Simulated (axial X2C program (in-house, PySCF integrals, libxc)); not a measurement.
## Potential curves of TcH, two-component

All values were computed with an in-house all-electron X2C program for linear molecules (integrals from PySCF). Two-component (2c) means X2C with spin–orbit coupling and atomic mean-field two-electron Coulomb and Gaunt terms. Basis: Tc dyall-cv3z [12s12p8d5f3g], H dyall-v3z [6s2p1d] (cores contracted in-house); Gaussian nuclei, density fitting, unrestricted open shells. Masses: Tc 98.907 u, H 1.008 u.

State: Ω = 3 (⟨Sz⟩ = 2.00, ⟨Lz⟩ = 1.00 at PBE). Energies in eV from the fragments at the same level (Tc + H). Fits are polynomials in 1 − R0/R over 0.85 to 1.23 times the lowest point R0.

| R (Å) | PBE |
| --- | --- |
| 1.4338 | -2.2597 |
| 1.4997 | -2.4857 |
| 1.5491 | -2.5854 |
| 1.5986 | -2.6377 |
| 1.6480 | -2.6514 |
| 1.7057 | -2.6285 |
| 1.7634 | -2.5729 |
| 1.8375 | -2.4660 |
| 1.9282 | -2.2981 |
| 2.0600 | -2.0145 |

One determinant describes the state; a PBE0 search over occupations chose it and may have missed a lower one. Dissociation energies refer to the lowest single-determinant-based atoms at the same level and basis. Density functionals use the spin component along the axis (collinear). Other states lie close and PBE0, whose exact exchange favours high spin, may order them wrongly; the determinant shown need not be the ground state. The nearest other spin-free determinant of the search, M_S = 2, Λ = 0, lies 0.003 eV up at the distance of the search. Without a current term, density functionals place determinants with orbital angular momentum somewhat too high. With several unpaired electrons one determinant need not be a pure state. A state of lower Ω lies just above, and one determinant can place such states too high, so the state shown need not be the lowest. The search has Ω = 2 only 0.05 eV up. Open-shell Ω = 0 determinants with evenly filled partner blocks cannot be reached by this program, so the Ω shown need not be the lowest component.

**Question.** Fit the PBE curve near its minimum: give the equilibrium distance, the harmonic wavenumber and the well depth.

**Answer.** At PBE, 2c: Re = 1.643 Å, ωe ≈ 1880 cm⁻¹, De = 2.65 eV to Tc + H; Be follows as 6.26 cm⁻¹.
